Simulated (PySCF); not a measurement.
# Simulated absorption spectrum

Compound: C8H9P.
Bonds: C1–C2 (double), C2–C3, C3–C4 (aromatic), C4–C5 (aromatic), C5–C6 (aromatic), C6–C7, C6–C8 (aromatic), C8–P9 (aromatic), C3–P9 (aromatic). Hydrogens: H10, H11 on C1; H12 on C2; H13 on C4; H14 on C5; H15, H16, H17 on C7; H18 on C8.

The calculation used TDDFT PBE0/def2-SVPD, vertical, gas phase, core orbitals frozen in the response (PySCF 2.14.0, density-fitted response routines). One conformer (not necessarily the lowest) at the PBE0-D3(BJ)/def2-SVP geometry, without solvent, vibrations or thermal averaging. Torsions of this conformer, `[CH2:1]=[CH:2][c:3]1[cH:4][cH:5][c:6]([CH3:7])[cH:8][p:9]1`: C1–C2–C3–C4 3°.

Computed states:

```
state  E (eV)       f
   S1    4.18  0.0047
   S2    4.46   0.373
   S3    4.74  0.0088
   S4    5.08  0.0070
   S5    5.23   0.208
   S6    5.55   0.291
   S7    6.12   0.018
   S8    6.19  0.0007
   S9    6.26  0.0001
  S10    6.53   0.065
```

Each state is given a Gaussian of 0.25 eV full width at half maximum, with ε(max) = 2.175×10⁸ f / Δν̃ (Δν̃ the width in cm⁻¹). The cross-section is σ = 3.8235×10⁻²¹ ε cm², given in Mb (10⁻¹⁸ cm²). The width is an assumption, not a result. The curve ends short of the highest state used, and states not computed would add to its high-energy end.

**Question.** What does the envelope look like, and where are its maxima?

**Answer.** 
E (eV), σ (Mb) and a bar:
```
     3.80       0.00 
     3.84       0.01 
     3.88       0.04 
     3.92       0.11 
     3.96       0.25 
     3.99       0.43 
     4.03       0.80 
     4.07       1.37 
     4.11       2.30 
     4.15       4.14 #
     4.19       8.21 ##
     4.23      16.88 ###
     4.27      33.13 ######
     4.31      58.73 ###########
     4.34      83.14 ################
     4.38     117.41 #######################
     4.42     144.28 ############################
     4.46     154.05 ##############################
     4.50     142.89 ############################
     4.54     115.26 ######################
     4.58      81.15 ################
     4.62      50.34 ##########
     4.65      32.82 ######
     4.69      17.56 ###
     4.73       9.48 ##
     4.77       5.59 #
     4.81       3.67 #
     4.85       2.67 #
     4.89       2.41 
     4.93       3.27 #
     4.96       5.12 #
     5.00      10.13 ##
     5.04      19.26 ####
     5.08      33.36 ######
     5.12      51.48 ##########
     5.16      70.07 ##############
     5.20      83.77 ################
     5.24      88.17 #################
     5.27      84.97 #################
     5.31      75.56 ###############
     5.35      67.36 #############
     5.39      67.67 #############
     5.43      79.17 ###############
     5.47      97.92 ###################
     5.51     114.93 ######################
     5.55     120.98 ########################
     5.58     115.46 ######################
     5.62      96.18 ###################
     5.66      69.63 ##############
     5.70      43.76 #########
     5.74      23.88 #####
     5.78      11.34 ##
     5.82       4.77 #
     5.86       2.00 
     5.90       1.34 
     5.93       1.64
```

Maxima: 278 nm (4.46 eV), ε about 40000, made up of S2 (100%); 237 nm (5.24 eV), ε about 23000, made up of S5 (97%); 224 nm (5.55 eV), ε about 32000, made up of S6 (99%) (ε in L mol⁻¹ cm⁻¹; maxima over ε = 5, shares over 10%). At its high-energy end, 5.93 eV, the curve is still rising (ε about 430, from S7).

**Question.** On this curve, what absorbance would a 10⁻³ mol/L sample give at 254 nm over a 1 cm path?

**Answer.** 254 nm is 4.881 eV, where ε is about 620 L mol⁻¹ cm⁻¹, so A = ε c l ≈ 0.62 (Beer–Lambert, with the gas-phase spectrum and the assumed width).

**Question.** Coming from long wavelengths, where does ε first pass 100 L mol⁻¹ cm⁻¹?

**Answer.** At about 311 nm (3.98 eV), 0.19 eV below S1.

**Question.** What would ε be at 4.46 eV, the highest of these maxima, with half the width (0.125 eV)?

**Answer.** About 80500 L mol⁻¹ cm⁻¹ against 40300, a factor of about 2.00; a lone state at its own centre would give exactly 2.

All these states lie below the vertical ionisation energy of 8.11 eV (ΔSCF).
